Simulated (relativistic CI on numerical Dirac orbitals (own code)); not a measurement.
## Mo²⁺: 3p photoemission

Computed with this model: Dirac-Coulomb-Breit CI, orbitals from a KLI potential per configuration, model QED, valence Slater integrals scaled by 0.7, multiplet model of photoemission in the sudden approximation; configurations [Kr] 4d4 → [Ne] 3s2 3p5 3d10 4s2 4p6 4d4; 300 K; Lorentzian 2.8 eV and Gaussian 0.6 eV FWHM. Energies are those of the free ion, without screening or charge transfer. The energies are binding energies and can lie tens of eV above those of solids. S is read from ⟨S²⟩ = S(S + 1).

Field parameters in Wybourne normalisation: D4h B²₀ = −7Ds, B⁴₀ = 21(Dq − Dt), B⁴₄ = 21√(5/14) Dq. The field is a parameter set, without covalency.

free ion: ground-state S = 1.99, centroid 430.39 eV. Peaks (eV, height): 424.4 (100), 442.4 (52).

D4h, 10Dq = 19350, Ds = -110, Dt = 810 cm⁻¹: ground-state S = 1.01, centroid 430.65 eV. Peaks (eV, height): 424.8 (100), 442.4 (52).

Strongest unbroadened transitions for D4h, 10Dq = 19350, Ds = -110, Dt = 810 cm⁻¹:

| Energy (eV) | Relative strength |
| --- | --- |
| 424.37 | 31.8 |
| 424.38 | 24.3 |
| 424.42 | 75.0 |
| 424.44 | 33.0 |
| 424.48 | 100.0 |
| 424.54 | 70.1 |
| 424.55 | 45.6 |
| 424.60 | 25.5 |
| 424.61 | 45.0 |
| 424.64 | 42.2 |
| 424.70 | 35.1 |
| 424.72 | 44.6 |
| 424.91 | 37.5 |
| 442.42 | 62.2 |
| 442.43 | 78.0 |
| 442.51 | 21.5 |
| 442.53 | 91.6 |
| 442.56 | 78.9 |
